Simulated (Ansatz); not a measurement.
Computed with Ansatz on PBE0-D4/def2-TZVP structures; ΔE is electronic, products minus reactants. CBS: MP2 limit from def2 TZ/QZ plus the TZ coupled-cluster correction, frozen cores. DFT in def2-TZVPP. B3LYP here is the variant with VWN-RPA as its local correlation; programs differ in this. Elements past krypton have def2 core potentials. For Nb outer-core shells are correlated without core-valence functions, which leaves a few kJ/mol of doubt a bond. Each species was taken in one conformer, which may not be the lowest.

Reaction (substitution at a C–O bond): `C[O][Al]([Cl])[Cl]` + `[NH]=[Nb]([OH])([OH])[F]` → `C[O][Nb](=[NH])([OH])[F]` + `[OH][Al]([Cl])[Cl]`

```
           level  ΔE (kcal/mol)  difference from CCSD(T)/CBS
     LDA (SPW92)           -3.4                          0.2
       revPBE-D4           -3.4                          0.2
          B97M-V           -3.3                          0.3
        B3LYP-D4           -3.1                          0.5
      r2SCANh-D4           -3.1                          0.5
      r2SCAN0-D4           -2.9                          0.7
         ωB97M-V           -2.7                          0.9
             PBE           -3.3                          0.3
            BLYP           -3.3                          0.3
           B3LYP           -3.0                          0.6
         r2SCAN0           -2.9                          0.7
       CAM-B3LYP           -2.7                          0.9
     HF/def2-SVP           -2.0                          1.6
CCSD(T)/def2-SVP           -3.8                         -0.2
   HF/def2-TZVPP           -2.1                          1.5
    HF/CBS(def2)           -2.1                          1.5
     CCSD(T)/CBS           -3.6                            0
```

Largest T1 diagnostic among the species: 0.021, so the coupled-cluster value is less sure than usual.

In def2-TZVPP, CCSD(T) changes the Hartree–Fock value by −1.6 kcal/mol (the triples alone add −0.4 kcal/mol) and MP2 by −2.1 kcal/mol. Leaving LDA and LC-ωPBE aside and taking each functional with its dispersion term where it has one, the values, not all of them listed here, spread over 0.8 kcal/mol, from B2PLYP to ωB97X-V.
